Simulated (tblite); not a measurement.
Species: C2H9NPSi (doublet state).
Bonds: C1–N2, N2–C3, C3–Si4, Si4–P5. Hydrogens: H6, H7, H8 on C1; H9 on N2; H10 on C3; H11, H12 on Si4; H13, H14 on P5.

Computed with GFN2-xTB (tblite), gas phase: L-BFGS steps from a force-field or distance-geometry start until the largest atomic force falls under 0.01 eV/Å.

Step 10: E = -434.4551 eV
```
atom  x, y, z in Å  |  force x, y, z in eV/Å
C1      2.4386   -0.1939    0.0829    0.067  -0.059   0.006
N2      1.0431   -0.1269    0.4370    0.048  -0.029  -0.105
C3      0.2562    0.8263   -0.1493   -0.045   0.065  -0.027
Si4    -1.5663    0.7391   -0.3687   -0.027   0.038  -0.029
P5     -2.1606   -1.4302   -0.1579    0.114   0.096   0.003
H6      2.5933   -0.4828   -0.9662   -0.016  -0.020   0.059
H7      2.9402   -0.9152    0.7232    0.033  -0.044   0.034
H8      2.8977    0.7850    0.2330   -0.063  -0.016   0.005
H9      0.5885   -1.0222    0.5861    0.031   0.066  -0.040
H10     0.8003    1.7054   -0.4654   -0.029  -0.020   0.033
H11    -1.9613    1.1650   -1.7230   -0.042  -0.023   0.036
H12    -2.3366    1.5558    0.5932   -0.040  -0.023  -0.012
H13    -3.5065   -1.1628   -0.0606   -0.049   0.002  -0.044
H14    -2.0271   -1.4430    1.2134    0.017  -0.031   0.081
```

Step 11: E = -434.4574 eV
```
atom  x, y, z in Å  |  force x, y, z in eV/Å
C1      2.4377   -0.1969    0.0823    0.092  -0.037   0.005
N2      1.0428   -0.1293    0.4284    0.029  -0.001  -0.066
C3      0.2580    0.8293   -0.1506   -0.047   0.025  -0.013
Si4    -1.5631    0.7440   -0.3670   -0.101  -0.005  -0.035
P5     -2.1573   -1.4269   -0.1553    0.111   0.095  -0.006
H6      2.6010   -0.4835   -0.9640   -0.025  -0.054  -0.009
H7      2.9387   -0.9155    0.7242    0.042  -0.069   0.062
H8      2.8933    0.7821    0.2315   -0.027   0.038   0.028
H9      0.5875   -1.0210    0.5878    0.002   0.034  -0.053
H10     0.8018    1.7079   -0.4631    0.002   0.014   0.019
H11    -1.9661    1.1631   -1.7209   -0.034  -0.016   0.029
H12    -2.3425    1.5549    0.5915   -0.029  -0.009   0.000
H13    -3.5053   -1.1637   -0.0634   -0.026   0.005  -0.037
H14    -2.0271   -1.4449    1.2164    0.010  -0.020   0.076
```

Step 12: E = -434.4595 eV
```
atom  x, y, z in Å  |  force x, y, z in eV/Å
C1      2.4386   -0.2003    0.0816    0.081  -0.008   0.007
N2      1.0430   -0.1316    0.4183    0.002   0.022  -0.025
C3      0.2587    0.8324   -0.1519   -0.031  -0.013  -0.001
Si4    -1.5619    0.7486   -0.3658   -0.123  -0.025  -0.021
P5     -2.1523   -1.4222   -0.1529    0.067   0.069   0.010
H6      2.6084   -0.4853   -0.9624   -0.019  -0.082  -0.058
H7      2.9378   -0.9171    0.7265    0.038  -0.070   0.070
H8      2.8885    0.7801    0.2306    0.014   0.067   0.042
H9      0.5862   -1.0189    0.5887   -0.023  -0.006  -0.062
H10     0.8038    1.7104   -0.4602    0.019   0.047   0.003
H11    -1.9715    1.1609   -1.7182   -0.033  -0.003   0.003
H12    -2.3490    1.5539    0.5898   -0.022   0.008   0.014
H13    -3.5040   -1.1645   -0.0667    0.024   0.000  -0.034
H14    -2.0271   -1.4469    1.2204    0.004  -0.007   0.051
```

Question: Estimate the geometry and energy of step 13. (The exact step hangs on the optimiser's Hessian estimate; all steps are aligned on step 12, rigid shifts and turns removed.)

Answer: E = -434.4614 eV, largest force 0.110 eV/Å
```
atom  x, y, z in Å  |  force x, y, z in eV/Å
C1      2.4408   -0.2036    0.0810    0.045   0.016   0.006
N2      1.0434   -0.1335    0.4085   -0.016   0.032   0.008
C3      0.2587    0.8354   -0.1534   -0.010  -0.033   0.002
Si4    -1.5628    0.7524   -0.3648   -0.090  -0.020   0.003
P5     -2.1465   -1.4168   -0.1504    0.015   0.019   0.034
H6      2.6152   -0.4886   -0.9619   -0.008  -0.090  -0.063
H7      2.9374   -0.9197    0.7299    0.022  -0.043   0.053
H8      2.8844    0.7795    0.2305    0.046   0.059   0.045
H9      0.5846   -1.0168    0.5883   -0.034  -0.033  -0.070
H10     0.8061    1.7133   -0.4573    0.013   0.056  -0.004
H11    -1.9772    1.1588   -1.7157   -0.037   0.009  -0.027
H12    -2.3555    1.5533    0.5886   -0.018   0.024   0.027
H13    -3.5020   -1.1653   -0.0704    0.072  -0.006  -0.032
H14    -2.0271   -1.4489    1.2249    0.000   0.008   0.018
```

The energy changes by -0.0018 eV. The first-order estimate −F·Δx gives -0.0025 eV and the mean of the old and new forces, exact on a quadratic surface, -0.0018 eV. The step makes an angle of 65° with the force vector and moves no atom by more than 0.010 Å.

The cost below is that of the whole relaxation. Time: 0.31 s. Hardware: one thread of an Arm Neoverse V2, no GPU, shared host with 96 logical CPUs at a one-minute load of 66.
